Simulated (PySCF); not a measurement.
**Excitation energy of Ne⁺ by level of theory**

Ne⁺ [He] 2s2 2p5 (2P) → Ne⁺ [He] 2s1 2p5 3s1 (4P), as a difference of total energies. All numbers are calculated (PySCF 2.14, scalar relativity by spin-free X2C-1e, in aug-cc-pCVTZ-DK). Correlated levels: valence: 1s2 frozen. The calculations carry no spin-orbit coupling.

```tsv
method	excitation energy (eV)
UHF	52.685
MP2 (valence)	52.488
SCS-MP2 (valence)	52.368
CCSD (valence)	53.349
CCSD(T) (valence)	53.018
```

Q: How much does correlation contribute at CCSD(T) (valence)?

A: 53.018 − (52.685) = 0.333 eV, measured against UHF.

The upper state lies above the first ionisation limit, where it may autoionise and the basis confines it. A Rydberg-like electron needs more diffuse functions than a valence basis has.

The promoted electron is Rydberg-like, and one or two diffuse shells describe it only roughly, which tends to raise the upper state.

The coupled-cluster amplitudes are large for the upper state (T1 above 0.03 or a double amplitude above 0.15), so a single reference is strained.
